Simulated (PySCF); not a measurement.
# Identify the compound

The spectra below were simulated for a compound C5H2F2O2.

¹H NMR (400 MHz, computed): δ 7.71 (m, 1H), 7.69 (m, 1H).

¹³C{¹H} NMR (computed): δ 164.9, 156.2, 143.2, 139.1, 123.1.

Isolated molecule, non-relativistic, one conformer. NMR shieldings at PBE0/pcSseg-1/GIAO; geometry: GFN2-xTB; PySCF 2.14.

Scale: ¹H (31.72 ppm) and ¹³C (186.93 ppm) against TMS (reference shieldings calculated alike).

**Question.** Deduce the structure.

**Answer.** 
Rings plus π bonds: 4 (1 ring in the answer). 5 carbon signals for 5 carbons: no two carbons are equivalent. Carbon types of the structure: 3 × C, 2 × CH, which accounts for all hydrogens. δC 164.9: aromatic carbon bearing fluorine; σ withdrawal by the attached heteroatom moves it downfield of the ring CH carbons. δC 156.2: carbonyl carbon. δC 143.2: substituted aromatic carbon next to the ring oxygen. δC 139.1: aromatic CH next to the ring oxygen. δC 123.1: aromatic CH. δH 7.71: hydrogen on an aromatic CH; ring current plus the deshielding of an ortho carbonyl group. δH 7.69: hydrogen on an aromatic CH next to the ring oxygen; the ring current deshields protons in the ring plane.

The compound is `Fc1cc(C(=O)F)oc1`.

The data come from this structure; uniqueness wasn't tested.

Splittings by ¹⁹F in the carbon and heteronuclear signals aren't shown, as no couplings were computed. Shifts are as computed. Against solution values, carbons near 30 ppm lie about +3 ppm off and those near 130 ppm about +5 ppm. Of 1211 compounds with measured shifts, 218 miss one by over three times the rms of a fit or turn the order of signals round; such compounds aren't used in these exercises. Multiplicities follow the n + 1 count of equivalent neighbours, as no J values were calculated; m marks all less simple cases, F and P coupling included.
